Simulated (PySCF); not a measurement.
Si(GeH3)(OH)3 (GeH6O3Si), SMILES O[Si](O)(O)[GeH3].

Coordinates come from a PBE-D3(BJ)/def2-SVP optimisation. The values are those of a single conformer.

Calculation: PBE-D3(BJ)/def2-SVP run with PySCF.

Frequencies are harmonic and unscaled.

```csv
mode,ν (cm⁻¹),IR (km/mol),moving atoms (share of kinetic energy)
1,87,1.7,"H 89 %, O 10 %"
2,116,4.9,"O 64 %, H 22 %, Si 9 %"
3,123,11.1,"O 59 %, H 26 %, Si 8 %"
4,187,81.3,"H 63 %, O 28 %, Si 8 %"
5,209,23.6,"H 52 %, O 29 %, Ge 14 %"
6,227,13.8,"O 37 %, H 31 %, Ge 27 %"
7,255,66.3,"H 77 %, O 18 %"
8,304,36.1,"O 58 %, H 36 %"
9,352,95.1,"O 47 %, H 46 %"
10,425,97.3,"Si 49 %, O 30 %, H 14 %"
11,453,10.2,H 83 %
12,456,11.6,H 85 %
13,737,286.7,"O 51 %, H 41 %, Si 8 %"
14,779,173.9,"H 71 %, O 27 %"
15,783,51.7,"H 85 %, O 13 %"
16,794,160.3,"H 69 %, O 28 %"
17,838,70.8,"H 54 %, O 25 %, Si 20 %"
18,851,12.6,H 97 %
19,854,50.8,H 93 %
20,913,122.9,"Si 41 %, O 34 %, H 25 %"
21,940,127.9,"Si 45 %, O 36 %, H 18 %"
22,2062,77.2,H 99 %
23,2073,114.9,H 99 %
24,2089,103.1,H 99 %
25,3729,59.5,H 94 %
26,3761,78.8,H 94 %
27,3762,73.8,H 94 %
```
